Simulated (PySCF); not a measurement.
C₄H₇FO, SMILES CO[C@@H]1C[C@@H]1F.

Geometry: PBE0-D3(BJ)/def2-SVP. The structure was generated by enumeration; whether it is a known compound was not checked. One conformer was computed; it need not be the lowest.

Two levels are set side by side: TDA-PBE/def2-SVPD (PySCF) and TDA-B3LYP/def2-SVPD (PySCF). Vertical, same geometry. The lowest singlet is HOMO→LUMO 99 % with PBE and HOMO→LUMO 97 % with the other functional; states are paired by order. Differences are taken from unrounded values.

```json
[
 {"quantity": "lowest singlet excitation (eV)", "TDA-B3LYP": "6.72", "TDA-PBE": "6.03", "TDA-PBE minus TDA-B3LYP": "-0.68"},
 {"quantity": "lowest triplet excitation (TDA) (eV)", "TDA-B3LYP": "6.55", "TDA-PBE": "5.87", "TDA-PBE minus TDA-B3LYP": "-0.69"}
]
```

A lower first singlet is the usual sign of a functional without exact exchange. Differences between two approximate levels are no errors against the true value.

Rough cost on one machine, each run with all the roots and properties that it gave: TDA-B3LYP against TDA-PBE within a factor of 2.
